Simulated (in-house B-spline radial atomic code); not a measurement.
LDA exchange-only excitations of the zinc ion Zn²⁺

Method: LDA exchange-only. Computed with an all-electron radial atomic-structure program (B-spline basis): linear response of the closed shell [Ar] 3d10 with the functional's adiabatic kernel; scalar-relativistic (spin-free one-electron X2C), finite nucleus, no spin-orbit coupling, no double excitations, S, P, D and F terms only. Only terms of natural parity with L up to 3 were computed.

Command:
```bash
python run_td.py task.json out
```
Settings (radii: box in bohr, nucleus in fm):
```
Z                        30
electrons                28
configuration            [Ar] 3d10
hamiltonian              x2c
method                   lda,
box_radius               29.48
rms_radius               3.9283
intervals                73
```

Time taken, with all properties: 1.5 s on 1 thread of Intel(R) Xeon(R) Platinum 8259CL CPU @ 2.50GHz (Skylake/Cascade Lake), on a shared host.

The lowest states, in the order of their Tamm-Dancoff energies; the method's threshold (minus the highest occupied level) is 29.585 eV. Labels give the largest channel, * marks a mixed state, and oscillator strengths are full-response dipole values. Semilocal kernels can invert the small singlet-triplet splittings of Rydberg terms. Energies in eV:

```json
{"state": "3d → 4s 3D", "full response": "6.962", "Tamm-Dancoff": "6.997", "oscillator strength": "-"}
{"state": "3d → 4s 1D", "full response": "7.664", "Tamm-Dancoff": "7.680", "oscillator strength": "-"}
{"state": "3d → 4p 3P", "full response": "14.083", "Tamm-Dancoff": "14.123", "oscillator strength": "-"}
{"state": "3d → 4p 3F", "full response": "14.352", "Tamm-Dancoff": "14.369", "oscillator strength": "-"}
{"state": "3d → 4p 1F", "full response": "14.717", "Tamm-Dancoff": "14.719", "oscillator strength": "-"}
{"state": "3d → 4p 1P", "full response": "?", "Tamm-Dancoff": "?", "oscillator strength": "?"}
{"state": "3d → 5s 3D", "full response": "21.730", "Tamm-Dancoff": "21.733", "oscillator strength": "-"}
{"state": "3d → 5s 1D", "full response": "21.830", "Tamm-Dancoff": "21.832", "oscillator strength": "-"}
{"state": "3d → 4d 3S", "full response": "?", "Tamm-Dancoff": "?", "oscillator strength": "-"}
{"state": "3d → 4d 3D", "full response": "22.679", "Tamm-Dancoff": "22.683", "oscillator strength": "-"}
```

(1) Where does 3d → 4p 1P lie?

(2) Where does 3d → 4d 3S lie?

(3) How large is the singlet-triplet splitting of 3d → 4s (D terms) in Tamm-Dancoff?

(4) What polarisabilities and dispersion coefficient does the method give?

Answers

(1) At 15.428 eV in full response, 15.509 eV in Tamm-Dancoff, oscillator strength 0.45.

(2) At 22.208 eV in full response, 22.238 eV in Tamm-Dancoff.

(3) 0.683 eV, from the unrounded values.

(4) Dipole 3.142 bohr³, quadrupole 11.29 bohr⁵, C6 8.552 hartree·bohr⁶ for two such species.
